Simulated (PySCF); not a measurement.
Dipole response of Mg (magnesium, neutral)

[Ne] 3s2, closed-shell 1S. All numbers are calculated (PySCF 2.14, the spin-free X2C one-electron Hamiltonian (Gaussian nucleus), in aug-cc-pCVQZ-DK (10s9p7d5f3g, 134 functions)). Coupled (time-dependent) response in atomic units; α is the mean over directions.

```json
{"method": "HSE06", "mean α (bohr³)": "74.14", "C₆ (like pair)": "663.1", "S(−4)": "2969"}
```

S(−4) is the Cauchy moment in α(ω) = α(0) + S(−4) ω² + …

Reference α: 71.2 ± 0.4 bohr³ (recommended; Schwerdtfeger and Nagle, table of static dipole polarizabilities (2023 update)). Published C₆: 626.0 (Chu and Dalgarno (2004); Tang, Norbeck and Certain (1976)).

α(iu) at HSE06:

```
u (hartree)  α(iu) (bohr³)
          0          74.14
     0.0500          67.41
      0.100          53.08
      0.200          29.00
      0.300          16.75
      0.500          7.368
      0.750          3.719
       1.00          2.319
       1.50          1.245
       2.00         0.8266
       3.00         0.4763
       5.00         0.2344
```

A single London oscillator, α(iu) = α/(1 + u²/ω²), gives C₆ = (3/4) ω α². Matching the computed C₆ needs ω = 4 × 663.1 / (3 × 74.14²) = 0.161 hartree.
